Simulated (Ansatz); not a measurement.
Si₂Se₂⁺, relaxed as a doublet with UKS PBE-D4/def2-SVP in Ansatz, starting from the GFN2-xTB geometry. Force threshold 0.02 eV/Å.

The relaxation made no stability test and no search for a lower SCF solution. The structure comes from a short search, and lower isomers may exist.

Start:

Cartesian coordinates in Å:
```
Si -2.346 0.283 0.514
Si 1.507 0.107 0.043
Se -0.627 1.536 0.022
Se 1.466 -1.927 -0.579
```

(1) Estimate the energy that the relaxation releases and the steps that it takes.

(2) Does the start keep its bonding?

(3) Predict the relaxed structure.

## Answers

(1) 131.5 kJ/mol, in 11 steps; 20 s on 4 threads of Arm Neoverse N1 on a shared host. No frequencies were taken in this run, so the end may be a saddle point.

(2) Bonds formed: Si1–Se4 (atoms count from 1).

(3) 
Cartesian coordinates in Å:
```
Si -1.3303 -0.4340 0.1845
Si 1.3449 0.4239 -0.0578
Se -0.5449 1.7402 0.1441
Se 0.5303 -1.7301 -0.2708
```
Bond lengths: 4 × Se–Si 2.31 Å.
